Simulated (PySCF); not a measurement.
**Worked example: refractive index and permittivity of the vapour**

C3H6BNO, SMILES CC#CB(N)O.

Coordinates come from a ωB97X-D3(BJ)/def2-SVP optimisation. The structure was generated by enumeration, and PubChem lists no compound with its InChIKey, so it may never have been made. Other conformers were not sampled.

PBE/def2-TZVP run with PySCF gives a mean static polarisability of 63.8 bohr³ and a dipole moment of 1.59 D. Take an ideal gas at 298.15 K and 1 bar, whether or not the substance is that volatile.

**Question.** Work out n − 1 in the optical limit and the static ε − 1.

**Answer.** 
Polarisability volume α' = 63.8 × 0.148185 = 9.45 Å³. Number density N = p/kT = 2.43e-5 Å⁻³.
Dilute limit of Lorentz–Lorenz: n − 1 = 2π N α' = 0.0014.
Orientation term of Debye: μ²/(3kT) = 8.098 Å³ × μ²(D²) = 20.47 Å³.
ε − 1 = 4π N (α' + μ²/3kT) = 0.0091. Orientation of the dipole supplies 68 % of the static response; it can't follow optical fields. Vibrational polarisation and dispersion are left out.
